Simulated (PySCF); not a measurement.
**Relaxation of singlet H2TiO**

All numbers come from PBE0 in PySCF with Ti def2-TZVP, O def2-TZVP, H def2-TZVP; no relativity; density-fitted integrals. A (50,194) grid was used.

A hand-made trigonal planar start, of C2v symmetry, held to at least that symmetry:

```xyz
4
charge 0 multiplicity 1, angstrom
Ti    0.1981    0.3432    0.0000
O    -0.6718   -1.1637    0.0000
H     1.8781    0.3432    0.0000
H    -0.6419    1.7981    0.0000
```

Task: What forces act on the atoms at the start (eV/Å)?

Result: 
| atom | Fx | Fy | Fz |
| --- | --- | --- | --- |
| Ti1 | -2.89 | -4.99 | 0.00 |
| O2 | 2.75 | 4.75 | 0.00 |
| H3 | 0.56 | -0.16 | 0.00 |
| H4 | -0.42 | 0.40 | 0.00 |

Task: What does it relax to?

Result: It ends at C2v with Ti–H 1.744 Å (×2), Ti–O 1.585 Å; H–Ti–H 129.7°, H–Ti–O 115.1° (×2). A frequency run shows 1 imaginary mode, down to 410i cm⁻¹, so it is a saddle point. Other isomers or separated fragments may lie lower.

Task: How much energy is released, and in how many steps?

Result: 52.3 kJ/mol in 7 steps.

The relaxation took of the order of 40 core-seconds on a shared host.
